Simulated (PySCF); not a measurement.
# Ionisation energy of Ba⁺ by level of theory

Ba⁺ [Xe] 6s1 (2S) → Ba²⁺ [Xe] (1S), as a difference of total energies. Calculation: PySCF 2.14, in aug-cc-pVQZ-X2C; scalar relativity by spin-free X2C-1e. The calculations carry no spin-orbit coupling.

| method | ionisation energy (eV) | error (eV) |
| --- | --- | --- |
| UHF | 9.370 | -0.634 |
| LDA | 10.311 | +0.307 |
| PBE | 10.128 | +0.124 |
| PBE0 | 10.002 | -0.002 |
| r2SCAN | 9.804 | -0.200 |
| revPBE | 10.034 | +0.030 |
| B3LYP | 10.190 | +0.186 |

Reference: 10.004 eV (measured; NIST Atomic Spectra Database, ionization energies).
